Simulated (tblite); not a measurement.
C5H6N2O2S2.
Geometry (GFN2-xTB, Å), atoms numbered from 1 in this order:
```
atom  x, y, z in Å
C1     2.8081    0.8508   -0.6639
O2     1.8312   -0.1753   -0.7475
C3     0.7409   -0.0085   -0.0058
O4     0.5362    0.9639    0.6854
C5    -0.1454   -1.1817   -0.0990
N6     0.3994   -2.3652   -0.4390
N7    -0.3510   -3.3573   -0.3816
S8    -1.9075   -2.9788    0.0817
C9    -1.4975   -1.3048    0.2375
S10   -2.7548   -0.2188    0.7095
C11   -2.2630    1.3904    0.0342
H12    3.0244    1.0849    0.3803
H13    2.4507    1.7558   -1.1607
H14    3.6930    0.4674   -1.1645
H15   -3.0849    2.0597    0.2680
H16   -2.1419    1.3018   -1.0412
H17   -1.3448    1.7278    0.5051
```

All values are computed: GFN2-xTB (tblite) harmonic vibrations without scaling, gas phase. The method is semi-empirical: single wavenumbers can be off by several per cent or more. One conformer, not necessarily the lowest.

Harmonic wavenumbers (cm⁻¹): 33.2, 47.1, 61.2, 99.3, 124.8, 154.6, 172.9, 218.3, 238.5, 273.0, 311.9, 371.4, 389.1, 490.3, 537.0, 622.4, 641.2, 722.4, 726.9, 732.8, 818.2, 883.4, 948.3, 965.5, 989.6, 1072.8, 1121.7, 1147.0, 1197.1, 1282.4, 1309.4, 1385.6, 1395.4, 1428.1, 1430.0, 1436.6, 1441.0, 1459.7, 1729.2, 2973.1, 2989.0, 3034.9, 3046.9, 3050.3, 3061.7.

A = 1165, B = 721.8, C = 461.2 MHz; mass 189.987 u (most abundant isotopes); point group C1, symmetry number 1.

Zero-point energy?

½Σν̃ = 24283 cm⁻¹ = 69.43 kcal/mol.

What is S at 273.15 K and 1 bar for an ideal gas of classical rigid rotors and harmonic oscillators?

Translation 41.22, rotation 30.83, vibration 36.28: S = 108.3 cal/(mol K).

And Cp and H(273.15 K) − H(0)?

Cp = 40.34 cal/(mol K), of which vibrations give 32.39 (their classical limit is 45 R = 89.4); H(273.15 K) − H(0) = 7.09 kcal/mol without the zero-point energy, 4.92 from vibrations.

Blend soft modes into free rotors: weight 1/[1 + (100 cm⁻¹/ν̃)⁴] for the oscillator and the rest for a rotor with moment μB/(μ + B), μ = h/(8π²ν), B = 10⁻⁴⁴ kg m². What vibrational entropy results?

32.31 cal/(mol K) in place of 36.28, which changes −T·S at 273.15 K by +1.08 kcal/mol.

What must be added to the electronic energy to get the Gibbs energy at 273.15 K and 1 bar?

ZPE + [H(273.15 K) − H(0)] − T·S = 69.43 + 7.09 − 29.59 = 46.93 kcal/mol.

How do the functions run with temperature in this model?

```
 T (K)  S (cal/(mol K))  Cp (cal/(mol K))  H − H(0) (kcal/mol)  G − H(0) (kcal/mol)  ln q(vib)
   150             88.0              28.4                 2.85               -10.36       4.88
   250            104.9              38.2                 6.18               -20.03       8.42
298.15            112.0              42.6                 8.13               -25.25      10.01
   400            125.8              51.4                12.93               -37.37      13.23
   600            149.2              64.4                24.60               -64.94      19.06
   900            177.8              76.0                45.83              -114.17      26.80
```

q(vib) and H(0) count from the zero-point level.

Hindered rotation and anharmonicity are outside this model. Other conformers, if any are populated, would add a mixing term that is left out. The structure is chiral; the term R ln 2 for an equal mix with its mirror image is left out.

The run took 0.74 s of wall time on one thread of an Intel Xeon 6975P-C, no GPU, on a shared host. The figure is for the frequency step alone.
